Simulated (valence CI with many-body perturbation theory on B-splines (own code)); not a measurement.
## Ho XLV: magnetic and hyperfine properties of the levels

Calculated by relativistic CI+MBPT: five valence electrons over a frozen Dirac-Fock core [Ar], radial functions for each j: 7 s, 7 p, 8 d, 6 f, 4 g, 1 h, with the one-electron correlation potential Σ1 (screened to all orders), the two-electron term Σ2, the three-electron term Σ3, Breit, model QED; selected single and double excitations, second order for the rest (own B-spline code, finite nucleus).

No measured spectrum was set against this ion. As an estimate, large intervals hold to a few tenths of a per cent, small ones and those within an open d or f shell to about a per cent. Among the levels kept, up to 250 cm⁻¹ of a level comes from second order outside the variational space, and about a tenth of that is noise between levels of different J, which matters for small intervals. Only levels of the ground parity were solved; by the run's estimate the other parity begins above the list, which can be wrong where configurations are misplaced.

A/g_I is the dipole constant over the nuclear g factor μ/I (μ in nuclear magnetons, uniformly magnetised nucleus), B/Q the quadrupole constant per barn. Both hold the static response of the core; the bare values leave it out. Large factors of s and p1/2 electrons are usually good to 5 to 10 %; those of open d and f shells near neutrality can be off by tens of per cent, and small factors of p3/2, d and f electrons come from cancelling terms and can be off by a factor of two or in sign, in half-filled shells by more. B is blank for J = 1/2, where it vanishes, and for nearly pure S terms. Energies count from the lowest level.

Levels are named by their leading jj configuration (3d3/2^4 stands for four electrons in 3d with j = 3/2), which in mixed levels can hold well under half, so a name can repeat and another be missing. Letters in brackets count levels of one name in rising energy.

| Level | E (eV) | g | A/g_I (MHz) | A/g_I bare | B/Q (MHz/b) | B/Q bare |
| --- | --- | --- | --- | --- | --- | --- |
| (3d3/2^4 3d5/2) J=5/2 | 0.00 | 1.347 | 23200 | 24000 | 42100 | 42600 |
| (3d3/2^3 3d5/2^2) J=5/2 [a] | 33.16 | 1.332 | 15500 | 16300 | 19600 | 19800 |
| (3d3/2^3 3d5/2^2) J=7/2 [a] | 43.83 | 1.155 | 30400 | 30900 | 49900 | 50500 |
| (3d3/2^3 3d5/2^2) J=3/2 [a] | 45.17 | 1.186 | 37300 | 37800 | 41500 | 42100 |
| (3d3/2^3 3d5/2^2) J=11/2 | 45.19 | 1.111 | 38500 | 38800 | -411 | -501 |
| (3d3/2^3 3d5/2^2) J=9/2 | 49.58 | 1.137 | 34500 | 34900 | 50300 | 51000 |
| (3d3/2^3 3d5/2^2) J=5/2 [b] | 52.33 | 1.139 | 35500 | 35900 | 441 | 468 |
| (3d3/2^3 3d5/2^2) J=1/2 | 54.56 | 1.832 | -19400 | -17500 |  |  |
| (3d3/2^3 3d5/2^2) J=7/2 [b] | 56.78 | 1.085 | 41600 | 41900 | -52200 | -52800 |
| (3d3/2^3 3d5/2^2) J=3/2 [b] | 69.64 | 0.793 | 66200 | 65900 | -49500 | -50200 |
| (3d3/2^2 3d5/2^3) J=5/2 [a] | 76.40 | 1.274 | 14400 | 15100 | 3180 | 3220 |
| (3d3/2^2 3d5/2^3) J=7/2 [a] | 83.46 | 1.211 | 25900 | 26500 | -3970 | -4030 |
| (3d3/2^2 3d5/2^3) J=11/2 | 84.13 | 1.083 | 38000 | 38300 | 1260 | 1280 |
| (3d3/2^2 3d5/2^3) J=9/2 [a] | 85.93 | 1.141 | 32800 | 33200 | -6780 | -6880 |
| (3d3/2^2 3d5/2^3) J=13/2 | 88.71 | 1.068 | 40700 | 40900 | -67.5 | -61.5 |
| (3d3/2^2 3d5/2^3) J=1/2 [a] | 89.31 | 0.499 | 101000 | 99800 |  |  |
| (3d3/2^2 3d5/2^3) J=3/2 [a] | 90.51 | 1.174 | 32000 | 32500 | 2380 | 2400 |
| (3d3/2^2 3d5/2^3) J=5/2 [b] | 91.86 | 1.020 | 44400 | 44500 | -7110 | -7190 |
| (3d3/2^2 3d5/2^3) J=9/2 [b] | 96.55 | 1.099 | 37300 | 37600 | 1820 | 1850 |
| (3d3/2^2 3d5/2^3) J=7/2 [b] | 98.71 | 0.983 | 49700 | 49700 | -1530 | -1560 |
| (3d3/2^2 3d5/2^3) J=5/2 [c] | 100.33 | 1.044 | 42200 | 42400 | 7660 | 7740 |
| (3d3/2^2 3d5/2^3) J=3/2 [b] | 101.61 | 0.838 | 61600 | 61400 | 4710 | 4800 |
| (3d3/2^2 3d5/2^3) J=7/2 [c] | 106.06 | 1.036 | 44900 | 45100 | 2850 | 2890 |
| (3d3/2^2 3d5/2^3) J=1/2 [b] | 106.19 | 1.786 | -21900 | -20000 |  |  |
| (3d3/2^2 3d5/2^3) J=9/2 [c] | 113.61 | 1.104 | 36800 | 37200 | 24100 | 24500 |
| (3d3/2 3d5/2^4) J=5/2 [a] | 125.80 | 1.262 | 21600 | 22200 | -19400 | -19600 |
| (3d3/2^2 3d5/2^3) J=3/2 [c] | 127.47 | 1.181 | 30500 | 30900 | -19100 | -19400 |
| (3d3/2^2 3d5/2^3) J=5/2 [d] | 130.19 | 1.127 | 27300 | 27700 | 14800 | 15100 |
| (3d3/2 3d5/2^4) J=7/2 [a] | 134.33 | 1.183 | 28900 | 29400 | -61600 | -62500 |
| (3d3/2 3d5/2^4) J=11/2 | 135.93 | 1.066 | 39600 | 39800 | -931 | -853 |
| (3d3/2 3d5/2^4) J=3/2 [a] | 137.38 | 0.958 | 43200 | 43200 | -45500 | -46100 |
| (3d3/2 3d5/2^4) J=9/2 | 142.72 | 1.111 | 35200 | 35500 | -69400 | -70300 |
| (3d3/2 3d5/2^4) J=5/2 [b] | 146.73 | 1.109 | 35400 | 35700 | 8390 | 8500 |
| (3d3/2 3d5/2^4) J=7/2 [b] | 149.57 | 0.999 | 44700 | 44800 | 66500 | 67400 |
| (3d3/2 3d5/2^4) J=1/2 | 157.42 | 1.184 | -6070 | -5550 |  |  |
| (3d3/2 3d5/2^4) J=3/2 [b] | 170.67 | 0.872 | 64400 | 64200 | 65500 | 66400 |
| (3d5/2^5) J=5/2 | 185.25 | 1.146 | 28500 | 28900 | -69700 | -70600 |
